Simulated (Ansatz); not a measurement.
Ansatz (a first-principles code) input (CCSD(T)/def2-TZVPP):

Ansatz 0.2 input:
```yaml
crystal:
  periodic: [false, false, false]
  atoms:
    - {symbol: Li, position_ang: [-0.00000000, -0.00000000, -3.55343741]}
    - {symbol: Cs, position_ang: [0.00000000, 0.00000000, 0.19382386]}
basis:
  gaussian:
    orbitals: def2-TZVPP
magnetization: {spin_polarized: false}
correlation: {method: ccsd_t, electrons: outside_noble_gas}
```

End of the output:

```
integrals: 0.02 GiB planned
370 factors; integrals over basis functions are off by at most 6.4e-4 eV
mean field: 0.07 GiB planned
mean field evaluation 1: about -742.4094 eV, gradient 3.5e0 eV
mean field evaluation 2: about -742.4099 eV, gradient 3.4e0 eV
mean field evaluation 4: about -742.4988 eV, gradient 4.9e-1 eV
mean field evaluation 8: about -742.5014 eV, gradient 4.8e-4 eV
mean field evaluation 16: about -738.0209 eV, gradient 4.5e0 eV
mean field evaluation 32: about -737.8290 eV, gradient 2.4e0 eV
mean field evaluation 64: about -740.1591 eV, gradient 9.4e0 eV
mean field evaluation 96: about -739.0396 eV, gradient 2.6e-4 eV
mean field -742.50142415 eV, -27.2864240521 hartree, gradient 7.7e-6 eV, S^2 0.000000; 2 other end points of the search recorded, 0 dependent functions left out; unrestricted orbitals would lower it
determinant -742.50142415 eV, -27.2864240521 hartree, with singles and doubles -743.24675076 eV, -27.3138142999 hartree
determinant -739.03957992 eV, -27.1592036231 hartree, with singles and doubles -739.81279413 eV, -27.1876187212 hartree
5 core orbitals not correlated
reference -742.50142415 eV, -27.2864240521 hartree; 1, 1 occupied and 49, 49 virtual orbitals, 370 factors
second order -0.45027751 eV of doubles, -0.00000000 eV of singles
coupled cluster: 0.07 GiB planned
cycle   1  -0.72280637 eV  change    4.5e-3 eV  update   2.8e-2
cycle   2  -0.72977633 eV  change   -7.0e-3 eV  update   9.9e-3
cycle   3  -0.73353839 eV  change   -3.8e-3 eV  update   4.5e-3
cycle   4  -0.73549651 eV  change   -2.0e-3 eV  update   1.8e-3
cycle   5  -0.73624500 eV  change   -7.5e-4 eV  update   6.9e-4
cycle   6  -0.73636738 eV  change   -1.2e-4 eV  update   2.9e-4
cycle   7  -0.73638938 eV  change   -2.2e-5 eV  update   1.3e-4
cycle   8  -0.73639256 eV  change   -3.2e-6 eV  update   5.4e-5
cycle   9  -0.73639242 eV  change    1.3e-7 eV  update   1.7e-5
cycle  10  -0.73639503 eV  change   -2.6e-6 eV  update   7.1e-6
cycle  11  -0.73639599 eV  change   -9.6e-7 eV  update   2.8e-6
cycle  12  -0.73639635 eV  change   -3.6e-7 eV  update   1.0e-6
perturbative correction -0.00000000 eV, -0.0000000000 hartree
Total energy: -743.23782050 eV, -27.3134861187 hartree
```
